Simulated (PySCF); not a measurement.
## Potential energy of TlC along the bond

Set-up: PySCF, scalar-relativistic core potentials, basis sets Tl aug-cc-pVDZ-PP with ECP60, C aug-cc-pVDZ. Energies in eV from Tl + C in their ground configurations at the same level. All curves are PBE0. state 1: ⁴Σ⁻ (quartet), unpaired electrons σ ↑, π ↑↑; state 2: Ms = 0.5 determinant of mixed spin (⟨S²⟩ near 1.8), unpaired electrons σ ↓, π ↑↑, a second solution, started from another occupation; state 3: ²Π (doublet), unpaired electrons π ↑, a second solution, started from another occupation.

```
R (Å)  state 1  state 2  state 3
1.983   -2.184   -1.657   -0.949
2.075   -2.498   -1.949   -1.044
2.168   -2.669   -2.102   -1.041
2.237   -2.729   -2.151   -0.998
2.306   -2.745   -2.158   -0.935
2.375   -2.726   -2.134   -0.859
2.467   -2.661   -2.065   -0.753
2.583   -2.537   -1.941   -0.625
2.721   -2.349   -1.761   -0.487
2.906   -2.072   -1.505   -0.339
```

Task: Put a parabola through the three lowest points of the state 1 curve and estimate Re, k and ωe (reduced mass 11.34 u; 1 eV/Å² = 0.16022 mdyn/Å; ωe = 1302.8·√(k/μ) cm⁻¹).

Result: Through R = 2.237, 2.306, 2.375 Å the second-order coefficient is 3.68 eV/Å², so Re ≈ 2.303 Å, k ≈ 1.18 mdyn/Å and ωe ≈ 420 cm⁻¹. A polynomial fit of higher order to the unrounded PBE0 energies gives Re = 2.300 Å, k = 1.17 mdyn/Å, ωe = 418 cm⁻¹; anharmonicity and rounding make the difference.

The higher-order fit for each curve: state 1: Re = 2.300 Å, ωe = 418 cm⁻¹, De = 2.74 eV; state 2: Re = 2.285 Å, ωe = 415 cm⁻¹, minimum 2.16 eV below the ground-state fragments; state 3: Re = 2.116 Å, ωe = 472 cm⁻¹, minimum 1.05 eV below the ground-state fragments.

⟨S²⟩ of the unrestricted solution departs from its pure value on part of the curve, where spin states mix. These are scalar-relativistic numbers at best; spin–orbit coupling would shift them, the dissociation energy most. The state was picked by a PBE0 search and need not be the measured ground state.
